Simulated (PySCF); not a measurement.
C$_{4}$H$_{3}$S, doublet, at a GFN2-xTB geometry; M062X/STO-3G in PySCF.

Here is a job for PySCF.
```python
from pyscf import gto, scf, dft

mol = gto.M(
    atom='''
C     0.41047637   -1.39328892   -0.18344938
C     1.23247863   -0.35476814   -0.15707414
S     0.28150493    1.10974650    0.08658406
C    -1.17618315    0.18464828    0.13407073
C    -0.96017171   -1.14882389   -0.02420000
H     2.29379584   -0.27638475   -0.25285561
H    -2.10966106    0.69299398    0.27768379
H    -1.72781451   -1.89915720   -0.02625646
''',
    basis='sto-3g',
    spin=1,
    verbose=4,
)

mf = dft.UKS(mol)
mf.xc = 'm062x'
mf.diis = False
mf.max_cycle = 100
mf.kernel()
mf.analyze()
```

The log (banner, timings and long lists left out):

```
PySCF version 2.14.0

[INPUT] verbose = 4
[INPUT] num. atoms = 8
[INPUT] num. electrons = 43
[INPUT] charge = 0
[INPUT] spin (= nelec alpha-beta = 2S) = 1
[INPUT] symmetry False subgroup None
[INPUT] Mole.unit = angstrom
[INPUT] Symbol           X                Y                Z      unit          X                Y                Z       unit  Magmom
[...]
nuclear repulsion = 193.340532922831
number of shells = 20
number of NR pGTOs = 96
number of NR cGTOs = 32
basis = sto-3g
ecp = {}

******** <class 'pyscf.dft.uks.UKS'> ********
method = UKS
initial guess = minao
damping factor = 0
level_shift factor = 0
DIIS disabled
SCF conv_tol = 1e-09
SCF conv_tol_grad = None
SCF max_cycles = 100
direct_scf = True
direct_scf_tol = 1e-13
number electrons alpha = 22  beta = 21
XC library pyscf.dft.libxc version 7.1.2
    S. Lehtola, C. Steigemann, M. J. T. Oliveira, and M. A. L. Marques,  SoftwareX 7, 1–5 (2018)
XC functionals = m062x
    Y. Zhao and D. G. Truhlar,  Theor. Chem. Acc. 120, 215 (2008)
    Y. Zhao and D. G. Truhlar,  Theor. Chem. Acc. 120, 215 (2008)
radial grids:
    Treutler-Ahlrichs [JCP 102, 346 (1995); DOI:10.1063/1.469408] (M4) radial grids

becke partition: Becke, JCP 88, 2547 (1988); DOI:10.1063/1.454033
pruning grids: <function nwchem_prune>
grids dens level: 3
symmetrized grids: False
atomic radii adjust function: <function treutler_atomic_radii_adjust>
small_rho_cutoff = 0
Set gradient conv threshold to 3.16228e-05
tot grids = 104776
init E= -547.048586514365

cycle= 1 E= -546.003911804063  delta_E= 1.04  |g|= 0.134  |ddm|= 3.01
cycle= 2 E= -546.022761314032  delta_E= -0.0188  |g|= 0.0831  |ddm|= 0.349
cycle= 3 E= -546.023865529651  delta_E= -0.0011  |g|= 0.0871  |ddm|= 0.225
cycle= 4 E= -546.022701153349  delta_E= 0.00116  |g|=  0.1  |ddm|= 0.23
cycle= 5 E= -546.020386620312  delta_E= 0.00231  |g|= 0.118  |ddm|= 0.271
cycle= 6 E= -546.016700681695  delta_E= 0.00369  |g|= 0.141  |ddm|= 0.322
cycle= 7 E= -546.011435937105  delta_E= 0.00526  |g|= 0.168  |ddm|= 0.386
cycle= 8 E= -546.003168060291  delta_E= 0.00827  |g|= 0.203  |ddm|= 0.466
cycle= 9 E= -545.99190620833  delta_E= 0.0113  |g|= 0.242  |ddm|= 0.561
cycle= 10 E= -545.973541419155  delta_E= 0.0184  |g|= 0.295  |ddm|= 0.681
cycle= 11 E= -545.949659145255  delta_E= 0.0239  |g|= 0.352  |ddm|= 0.82
cycle= 12 E= -545.909216025083  delta_E= 0.0404  |g|= 0.43  |ddm|= 0.995
cycle= 13 E= -545.859447127017  delta_E= 0.0498  |g|= 0.509  |ddm|= 1.19
[...]
SCF not converged.
Total Energy =                        -526.835300065181286
[...]
**** MO energy ****
                             alpha | beta                alpha | beta
[...]
To work with the spin densities directly, `use mulliken_meta_spin()` only printing them here.

 ** Mulliken spin pop alpha/beta on meta-lowdin orthogonal AOs **
 ** Mulliken Spin Density (per AO)  **
spin_pop of  0 C 1s        0.00002
spin_pop of  0 C 2s        0.07339
spin_pop of  0 C 2px       0.01145
spin_pop of  0 C 2py       0.05404
spin_pop of  0 C 2pz      -0.00023
spin_pop of  1 C 1s        0.00004
spin_pop of  1 C 2s        0.03499
spin_pop of  1 C 2px       0.23369
spin_pop of  1 C 2py       0.50667
spin_pop of  1 C 2pz       0.00167
spin_pop of  2 S 1s        0.00000
spin_pop of  2 S 2s        0.00000
spin_pop of  2 S 3s       -0.00008
spin_pop of  2 S 2px       0.00000
spin_pop of  2 S 2py       0.00000
spin_pop of  2 S 2pz       0.00000
spin_pop of  2 S 3px       0.00047
spin_pop of  2 S 3py      -0.00014
spin_pop of  2 S 3pz      -0.00000
spin_pop of  3 C 1s        0.00000
spin_pop of  3 C 2s        0.00029
spin_pop of  3 C 2px       0.00003
spin_pop of  3 C 2py       0.00048
spin_pop of  3 C 2pz      -0.00006
spin_pop of  4 C 1s        0.00001
spin_pop of  4 C 2s        0.02241
spin_pop of  4 C 2px       0.00459
spin_pop of  4 C 2py       0.00291
spin_pop of  4 C 2pz       0.00006
spin_pop of  5 H 1s        0.04886
spin_pop of  6 H 1s        0.00008
spin_pop of  7 H 1s        0.00438
 ** Mulliken Spin Density (per atom)  **
spin density of  0 C =      0.13867
spin density of  1 C =      0.77704
spin density of  2 S =      0.00026
spin density of  3 C =      0.00074
spin density of  4 C =      0.02997
spin density of  5 H =      0.04886
spin density of  6 H =      0.00008
spin density of  7 H =      0.00438
 ** Mulliken pop alpha/beta on meta-lowdin orthogonal AOs **
 ** Mulliken pop       alpha | beta **
[...]
In total            22.00000 | 21.00000
 ** Mulliken atomic charges   ( Nelec_alpha | Nelec_beta ) **
charge of  0C =      3.78023  (     1.17922      1.04055 )
charge of  1C =     -1.24244  (     4.00974      3.23270 )
charge of  2S =     -1.98744  (     8.99385      8.99359 )
charge of  3C =     -3.84856  (     4.92465      4.92391 )
charge of  4C =      3.81590  (     1.10703      1.07706 )
charge of  5H =     -0.51294  (     0.78090      0.73204 )
charge of  6H =     -0.99879  (     0.99944      0.99936 )
charge of  7H =      0.99403  (     0.00517      0.00079 )
Dipole moment(X, Y, Z, Debye): -1.83205, -76.80836, -7.71849
```

Convergence was not reached.
